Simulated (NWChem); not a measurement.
System: C2H3BF2; SMILES C=CB(F)F

```xyz
8

B     -0.0215     0.5188     0.0000
F     -0.7359     1.6310     0.0000
F      1.2943     0.6589     0.0000
C     -0.6878    -0.8791     0.0000
C      0.0436    -2.0020     0.0000
H     -1.7810    -0.9533     0.0000
H     -0.4099    -2.9988     0.0000
H      1.1383    -1.9639     0.0000
```
Atoms are numbered in this order, from 1.

All runs: NWChem. Pople sets run with spherical d functions. The geometry was optimised at PBE0/def2-SVP. Total energies compare along this basis series because the functional is fixed.

| level | basis functions | energy (Ha) | highest occupied level (eV) | orbital gap (eV) | dipole (D) |
|---|---|---|---|---|---|
| Hartree-Fock/STO-3G | 28 | -297.0866 | -9.00 | 15.38 | 1.04 |
| Hartree-Fock/3-21G | 51 | -299.5433 | -11.04 | 13.71 | ___ |
| Hartree-Fock/6-31G* | 76 | -301.1575 | -10.79 | 13.64 | 2.17 |
| Hartree-Fock/6-31+G* | 96 | -301.1704 | -10.98 | 12.44 | 2.35 |
| Hartree-Fock/6-311G** | 108 | -301.2392 | -10.95 | 13.42 | 2.31 |
| Hartree-Fock/6-311++G** | 131 | -301.2442 | -11.02 | 12.18 | 2.39 |

### Question
Fill in the missing entries.

### Answer

- Hartree-Fock/3-21G, dipole (D): 2.51
